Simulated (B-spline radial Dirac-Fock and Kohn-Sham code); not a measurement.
Model: Dirac-Fock ΔSCF + Breit + QED. Program: a radial atomic solver. Correlation and solid-state effects are left out.

**Question.** Identify the element and charge state from the binding energies below (tabulated ground configuration; the least bound level is included).

| level | binding energy (eV) |
| --- | --- |
| 2s | 7745.6 |
| 3p1/2 | 1548.4 |
| 4p1/2 | 288.5 |
| 4p3/2 | 261.8 |
| 4d5/2 | 137.4 |
| 5s | 51.21 |
| 6s | 4.68 |

**Answer.** Sm: Z = 62 with 62 electrons, [Xe] 4f6 6s2.

Values without a named source are computed, but for edge energies of neutral atoms, which are taken from tables.
